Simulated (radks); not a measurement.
As2+, 31 electrons, occupied as [Ar] 3d10 4s2 4p1.

Method: Dirac Kohn-Sham, PBE, spin-unpolarised, spherical densities, finite nucleus; open shells fill j = l - 1/2 first; Fermi nuclear charge, rms radius 4.0968 fm; computed with a radial shooting solver on a logarithmic mesh with Libxc functionals.

Energy parts (eV):
part                       energy
total                  -61495.769
kinetic                 62884.487
electron-nucleus      -147795.915
Hartree                 25677.949
exchange-correlation    -2262.290

Orbitals (lengths in bohr, moments of r in powers of bohr):
orbital  occ.  eigenvalue (eV)      <r>
1s1/2       2        -11737.26  0.04550
2s1/2       2        -1507.465   0.2025
2p1/2       2        -1349.104   0.1746
2p3/2       4        -1312.537   0.1783
3s1/2       2        -211.4979   0.5981
3p1/2       2        -158.2845   0.6098
3p3/2       4        -153.2596   0.6204
3d3/2       4         -62.2710   0.6726
3d5/2       6         -61.5398   0.6772
4s1/2       2         -33.3878    1.809
4p1/2       1         -22.8909    2.127
4p3/2       0         -22.4904    2.157

The highest occupied level is 4p1/2 at -22.891 eV. The electron density at the nucleus is 3.557e+04 e/bohr^3. Summed over all electrons, <r^2> = 22.21 bohr^2, which gives a Langevin (diamagnetic) susceptibility term of -17.6 x 10^-6 cm^3/mol. The density falls to 0.001 e/bohr^3 at r = 3.56 bohr. For comparison, the ionisation energy in NIST's Atomic Spectra Database is 28.35 eV (measured). In exact Kohn-Sham theory the highest level is minus the ionisation energy, but local and semilocal functionals leave it too shallow, through self-interaction and a potential that decays too fast; potentials with the right tail come closer.

Beside tabulated values, note that spin-unpolarised runs miss the spin-polarisation part of the exchange energy of open shells.
